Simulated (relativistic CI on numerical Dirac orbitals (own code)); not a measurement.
Forbidden transitions in Ta XXXIII

These numbers are calculated, not measured: Dirac-Coulomb-Breit CI, KLI orbitals optimised for each configuration, a model potential for QED, unscaled Slater integrals (own radial code, finite nucleus).

CI space (outside the closed core [Ar] 3d10): 4s2 4p6 4d5, 4s2 4p5 4d6, 4s2 4p6 4d4 4f, 4s 4p6 4d6, 4s2 4p5 4d5 4f, 4s 4p6 4d5 4f, 4s2 4p6 4d4 5s, 4s2 4p6 4d3 4f 5s, 4s2 4p6 4d4 5p, 4s2 4p6 4d4 5d, 4s2 4p5 4d5 5s, 4s2 4p6 4d4 5f, 4s2 4p6 4d3 5s 5p, 4p6 4d6 4f, 4s2 4p6 4d4 5g, 4s2 4p6 4d4 6s, 4s2 4p6 4d4 6p, 4s 4p6 4d5 5p, 4p6 4d7, 4p5 4d8, 4p5 4d7 4f, 4s2 4p6 4d3 5s2, 4s2 4p6 4d2 4f 5s2, 4s2 4p5 4d3 4f 5s2, 4s 4p6 4d3 4f 5s2. Double excitations out of closed p, d and f shells are left out; levels of such configurations are missing from the list, as are those of other unlisted configurations, and high levels can miss mixing partners. These lack a partner that the ground configuration has and come out too high: 4s2 4p5 4d5 5s.

```csv
λ vac (nm),Lower,Upper,Type,A (s⁻¹),log gf
44.825,4s2 4p6 4d5 4P_5/2 [1],4s2 4p6 4d5 2D_3/2 [11],M1,5.65e+03,-6.17
45.753,4s2 4p6 4d5 4G_11/2 [4],4s2 4p6 4d5 2G_9/2 [25],M1,3.99e+03,-5.90
46.383,4s2 4p6 4d5 4D_5/2 [7],4s2 4p6 4d5 4P_5/2 [26],M1,9.80e+03,-5.72
51.608,4s2 4p6 4d5 4D_3/2 [5],4s2 4p6 4d5 4P_1/2 [23],M1,3.14e+04,-5.60
54.592,4s2 4p6 4d5 6S_5/2 [2],4s2 4p6 4d5 4P_3/2 [17],M1,2.93e+04,-5.28
55.350,4s2 4p6 4d5 4G_9/2 [6],4s2 4p6 4d5 2G_7/2 [24],M1,1.49e+04,-5.26
56.154,4s2 4p6 4d5 2F_7/2 [9],4s2 4p6 4d5 2G_9/2 [25],M1,1.41e+04,-5.18
56.155,4s2 4p6 4d5 4G_7/2 [3],4s2 4p6 4d5 4F_5/2 [21],M1,2.31e+04,-5.18
56.630,4s2 4p6 4d5 4D_3/2 [5],4s2 4p6 4d5 2D_3/2 [22],M1,8.67e+03,-5.78
58.015,4s2 4p6 4d5 4D_3/2 [5],4s2 4p6 4d5 4F_5/2 [21],M1,8.86e+03,-5.57
58.358,4s2 4p6 4d5 4D_5/2 [7],4s2 4p6 4d5 2G_7/2 [24],M1,6.77e+03,-5.56
60.337,4s2 4p6 4d5 4G_7/2 [3],4s2 4p6 4d5 2H_9/2 [19],M1,1.00e+04,-5.26
62.397,4s2 4p6 4d5 4G_11/2 [4],4s2 4p6 4d5 2H_9/2 [19],M1,1.21e+04,-5.15
62.587,4s2 4p6 4d5 4D_7/2 [12],4s2 4p6 4d5 4F_7/2 [27],M1,3.00e+04,-4.85
64.893,4s2 4p6 4d5 2F_7/2 [9],4s2 4p6 4d5 2G_7/2 [24],M1,1.34e+04,-5.17
65.565,4s2 4p6 4d5 6S_5/2 [2],4s2 4p6 4d5 4D_7/2 [12],M1,8.42e+03,-5.36
65.610,4s2 4p6 4d5 2D_5/2 [10],4s2 4p6 4d5 4P_5/2 [26],M1,9.35e+04,-4.44
66.548,4s2 4p6 4d5 4G_9/2 [6],4s2 4p6 4d5 2G_7/2 [20],M1,8.33e+03,-5.35
66.917,4s2 4p6 4d5 4G_9/2 [14],4s2 4p6 4d5 4F_7/2 [27],M1,3.42e+04,-4.74
68.330,4s2 4p6 4d5 4G_9/2 [6],4s2 4p6 4d5 2H_9/2 [19],M1,3.43e+04,-4.62
68.976,4s2 4p6 4d5 4G_7/2 [3],4s2 4p6 4d5 2F_5/2 [18],M1,1.34e+04,-5.24
71.802,4s2 4p6 4d5 4D_3/2 [5],4s2 4p6 4d5 2F_5/2 [18],M1,6.42e+03,-5.53
72.575,4s2 4p6 4d5 4D_3/2 [5],4s2 4p6 4d5 4P_3/2 [17],M1,3.82e+04,-4.92
74.045,4s2 4p6 4d5 4P_5/2 [1],4s2 4p6 4d5 4D_3/2 [5],M1,4.39e+04,-4.84
75.688,4s2 4p6 4d5 2F_7/2 [9],4s2 4p6 4d5 4F_5/2 [21],M1,1.68e+04,-5.06
76.009,4s2 4p6 4d5 6S_5/2 [2],4s2 4p6 4d5 2D_5/2 [10],M1,6.90e+04,-4.45
76.069,4s2 4p6 4d5 4D_7/2 [12],4s2 4p6 4d5 4P_5/2 [26],M1,2.59e+04,-4.87
77.312,4s2 4p6 4d5 4P_5/2 [1],4s2 4p6 4d5 4G_7/2 [3],M1,1.52e+04,-4.96
78.347,4s2 4p6 4d5 2F_5/2 [18],4s2 4p6 4d5 4F_7/2 [27],M1,1.52e+04,-4.95
78.369,4s2 4p6 4d5 4D_3/2 [5],4s2 4p6 4d5 4D_1/2 [16],M1,3.04e+04,-5.25
78.490,4s2 4p6 4d5 4G_11/2 [4],4s2 4p6 4d5 2I_13/2 [15],M1,5.53e+03,-5.15
81.184,4s2 4p6 4d5 4G_7/2 [3],4s2 4p6 4d5 4G_9/2 [14],M1,1.40e+04,-4.86
83.487,4s2 4p6 4d5 2F_7/2 [9],4s2 4p6 4d5 2H_9/2 [19],M1,5.08e+03,-5.28
84.957,4s2 4p6 4d5 4G_11/2 [4],4s2 4p6 4d5 4G_9/2 [14],M1,9.10e+03,-5.01
86.000,4s2 4p6 4d5 4D_5/2 [7],4s2 4p6 4d5 2F_5/2 [18],M1,1.87e+04,-4.91
87.111,4s2 4p6 4d5 4D_5/2 [7],4s2 4p6 4d5 4P_3/2 [17],M1,1.26e+04,-5.24
88.623,4s2 4p6 4d5 4G_7/2 [3],4s2 4p6 4d5 4D_7/2 [12],M1,1.37e+04,-4.89
91.028,4s2 4p6 4d5 4G_11/2 [4],4s2 4p6 4d5 2I_11/2 [13],M1,2.28e+04,-4.47
104.23,4s2 4p6 4d5 4G_9/2 [6],4s2 4p6 4d5 2I_11/2 [13],M1,3.79e+03,-5.13
107.01,4s2 4p6 4d5 4G_9/2 [6],4s2 4p6 4d5 4D_7/2 [12],M1,9.29e+03,-4.89
108.84,4s2 4p6 4d5 4G_7/2 [3],4s2 4p6 4d5 2D_5/2 [10],M1,6.24e+03,-5.18
111.53,4s2 4p6 4d5 4P_5/2 [1],4s2 4p6 4d5 6S_5/2 [2],M1,2.79e+04,-4.51
118.58,4s2 4p6 4d5 2D_3/2 [11],4s2 4p6 4d5 4F_5/2 [21],M1,7.45e+03,-5.03
118.85,4s2 4p6 4d5 4D_5/2 [7],4s2 4p6 4d5 4D_7/2 [12],M1,5.89e+03,-5.00
146.24,4s2 4p6 4d5 6S_5/2 [2],4s2 4p6 4d5 4D_5/2 [7],M1,4.72e+03,-5.04
```

Terms are leading LS components. Brackets give the number of a level in order of energy, since labels repeat. The list gives strong lines, with weight on those to low levels, among the lowest 400 of 10045 levels, so that lines to higher ones, which can be the strongest, are missing. Levels whose partners in the same complex of configurations lie outside the list can be far off, and so can their lines. Rates are taken at the computed energies, electric ones in the length gauge.

At this charge energies of transitions that change n are usually good to better than 1 %, and those within a shell (Δn = 0) to a few per cent. Terms inside the open d or f shell come out 10 to 20 % too wide with unscaled integrals.

LS names give the leading component of a level, which can be under half, so a name can repeat, a term be missing and a line seem to break the LS rules.
